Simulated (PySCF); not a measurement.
This quartet is an excited state, 0.75 eV above the relaxed sextet at the level B3LYP-D3(BJ)/def2-TZVP // BP86-D3(BJ)/def2-SVP (PySCF).

Cartesian coordinates (Å):
```xyz
4

Fe     0.0395    -0.1507    -0.0266
Cl    -0.5762     1.7728     0.5313
Cl    -1.6308    -1.3821    -0.4043
Cl     2.1443    -0.2865    -0.0403
```
Charge 0, spin multiplicity 4.

Problem. Give the charge on the central atom (Mulliken), spin population on the central atom (Mulliken), total energy, highest occupied spin orbital and charge on the central atom (meta-Löwdin) at the level PBE-D3(BJ)/def2-TZVP // BP86-D3(BJ)/def2-SVP (PySCF 2.14.0).

Solution. 
* **charge on the central atom (Mulliken)**: 0.67 e
* **spin population on the central atom (Mulliken)**: 2.64
* **total energy**: -71938.80 eV
* **highest occupied spin orbital**: -6.31 eV
* **charge on the central atom (meta-Löwdin)**: 0.99 e
